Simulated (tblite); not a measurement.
Species: C3H3F2Se2 (doublet state).
Numbering: `[F:1][C:2]1[Se:3][Se:4][CH2:5][C@H:6]1[F:7]` (hydrogens: H8, H9 on C5; H10 on C6)

Computed with GFN2-xTB (tblite), gas phase: L-BFGS steps from a force-field or distance-geometry start until the largest atomic force falls under 0.01 eV/Å.

Step 0: E = -645.3692 eV
```
atom  x, y, z in Å  |  force x, y, z in eV/Å
F1      2.5182   -0.3969   -0.1275   -1.065   0.575  -0.519
C2      1.2838    0.1626   -0.4779    0.918  -0.021   1.138
Se3     1.2329    2.0064    0.1238   -0.581  -0.501  -0.262
Se4    -1.1388    1.8990    0.4050    0.767   0.105  -0.041
C5     -1.1672    0.0336   -0.1595   -0.491  -0.474  -0.739
C6      0.1534   -0.6296    0.1685    0.281   0.102   0.065
F7      0.1650   -1.9206   -0.3199   -0.108   0.375   0.314
H8     -1.9911   -0.4894    0.3490    0.163   0.218  -0.146
H9     -1.3371   -0.0010   -1.2627    0.079  -0.003   0.644
H10     0.2897   -0.6595    1.2787    0.036  -0.375  -0.455
```

Step 1: E = -645.4448 eV
```
atom  x, y, z in Å  |  force x, y, z in eV/Å
F1      2.5030   -0.3887   -0.1349   -0.285   0.222  -0.294
C2      1.2969    0.1623   -0.4616    0.140   0.169   0.753
Se3     1.2247    1.9993    0.1200   -0.400  -0.261  -0.197
Se4    -1.1278    1.9005    0.4044    0.575   0.009  -0.071
C5     -1.1743    0.0268   -0.1701    0.014  -0.214  -0.143
C6      0.1574   -0.6282    0.1694   -0.003   0.155  -0.063
F7      0.1634   -1.9152   -0.3154   -0.041   0.189   0.216
H8     -1.9887   -0.4863    0.3469    0.008   0.105  -0.075
H9     -1.3359   -0.0011   -1.2535   -0.013  -0.040   0.116
H10     0.2902   -0.6648    1.2722    0.006  -0.335  -0.241
```

Step 2: E = -645.4768 eV
```
atom  x, y, z in Å  |  force x, y, z in eV/Å
F1      2.4929   -0.3815   -0.1437    0.351  -0.068  -0.094
C2      1.3030    0.1664   -0.4397   -0.438   0.277   0.287
Se3     1.2131    1.9914    0.1144   -0.121   0.039  -0.118
Se4    -1.1113    1.9010    0.4026    0.282  -0.053  -0.067
C5     -1.1753    0.0202   -0.1758    0.162   0.050   0.149
C6      0.1581   -0.6240    0.1680   -0.094   0.045   0.019
F7      0.1621   -1.9095   -0.3091    0.018   0.007   0.072
H8     -1.9881   -0.4831    0.3446   -0.069   0.037  -0.018
H9     -1.3360   -0.0021   -1.2487   -0.055  -0.061  -0.189
H10     0.2905   -0.6742    1.2649   -0.037  -0.274  -0.040
```

Problem. Estimate the geometry and energy of step 3. (The exact step hangs on the optimiser's Hessian estimate; all steps are aligned on step 2, rigid shifts and turns removed.)

Solution. E = -645.4877 eV, largest force 0.337 eV/Å
```
atom  x, y, z in Å  |  force x, y, z in eV/Å
F1      2.4947   -0.3801   -0.1481    0.248  -0.014  -0.089
C2      1.2987    0.1719   -0.4282   -0.270   0.147   0.137
Se3     1.2076    1.9895    0.1107    0.033   0.159  -0.084
Se4    -1.1018    1.9005    0.4010    0.113  -0.047  -0.047
C5     -1.1739    0.0188   -0.1759    0.095   0.110   0.104
C6      0.1573   -0.6223    0.1683   -0.093  -0.040   0.076
F7      0.1619   -1.9075   -0.3060    0.036  -0.048   0.000
H8     -1.9888   -0.4813    0.3435   -0.068   0.035  -0.006
H9     -1.3368   -0.0033   -1.2497   -0.039  -0.061  -0.160
H10     0.2900   -0.6815    1.2619   -0.055  -0.240   0.068
```

The energy changes by -0.0109 eV. The first-order estimate −F·Δx gives -0.0146 eV and the mean of the old and new forces, exact on a quadratic surface, -0.0109 eV. The step makes an angle of 39° with the force vector and moves no atom by more than 0.013 Å.

The cost below is that of the whole relaxation. Time: 0.18 s of wall time. Hardware: an Arm Neoverse V2 with one thread, shared host.
